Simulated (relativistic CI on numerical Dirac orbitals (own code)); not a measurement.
Method of calculation: Dirac-Coulomb-Breit CI, orbitals from a KLI potential per configuration, QED by a radiative potential, unscaled Slater integrals (own radial code, finite nucleus).

The strongest absorption lines from the ground level of an ion, among the configurations computed and to levels below about 841 eV (vacuum wavelength in nm, gf): 1.4827 (0.17), 1.4850 (0.0088), 1.8536 (0.028), 1.8782 (0.0045), 1.9522 (0.31), 1.9557 (0.33), 18.797 (0.19), 36.949 (0.00037).

(1) Which ion is it?
A. Ca XVII
B. Ca XV
C. Cr XXI
D. Ti XIX

## Answers

(1) A. Ca XVII has 4 electrons and the ground level 2s² ¹S0; the strongest line goes to 2s3p ³P°1. The pattern of lines fixes the number of electrons, and along that sequence the line energies rise steadily with the charge (about as its square where n changes within one kind of shell, about linearly where n is kept but much faster in heavy ions where fine structure, which grows about as Z⁴, sets the gap, and irregularly where shells cross), which fixes Z. Configurations outside the model, such as inner-shell arrays, can give stronger lines. At this charge energies of transitions that change n are usually good to better than 1 %, and those within a shell (Δn = 0) to a few per cent.

LS names give the leading component of a level, which can be under half, so a name can repeat, a term be missing and a line seem to break the LS rules.
